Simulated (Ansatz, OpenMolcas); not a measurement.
How basis sets differ on CH4ClFOSi (SMILES C[Si](O)(F)Cl)

CH4ClFOSi has 9 atoms, charge 0, and is taken as a singlet. As SMILES, `C[Si](O)(F)Cl`. Geometry: relaxed at PBE0-D4/def2-TZVP. This is one conformer, not always the lowest.

Each level gives the HOMO–LUMO gap (eV). The values are calculated.

```
               level          kind     program  value (eV)
   HF/ANO-R0 (sfX2C)  Hartree–Fock  OpenMolcas       16.62
           HF/STO-3G  Hartree–Fock  OpenMolcas       20.12
            HF/3-21G  Hartree–Fock  OpenMolcas       18.13
HF/ANO-XS-VDZ (DKH2)  Hartree–Fock  OpenMolcas       17.37
         HF/def2-SVP  Hartree–Fock      Ansatz       17.01
```

The values span 16.62 to 20.12 eV. A Hartree–Fock LUMO above zero doesn't converge with the basis: it sinks as sets grow more diffuse. Orbital gaps aren't excitation energies.
